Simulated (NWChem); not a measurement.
BSi₂H₇; SMILES B([SiH3])[SiH3]

Task: Give the equilibrium geometry at PBE0/def2-SVP (NWChem) as an XYZ file, with the point group.

Result: point group C2; any orientation.
```
10

B     -0.7535    -0.0005     0.2983
H     -1.8833    -0.0082     0.7327
Si     0.1174    -1.7621    -0.1368
H      0.7242    -2.2116     1.1641
H      1.2268    -1.6570    -1.1360
H     -0.8351    -2.8249    -0.5873
Si     0.1639     1.7730     0.0457
H      1.6580     1.6855     0.0442
H     -0.2542     2.8268     1.0227
H     -0.2622     2.2233    -1.3248
```
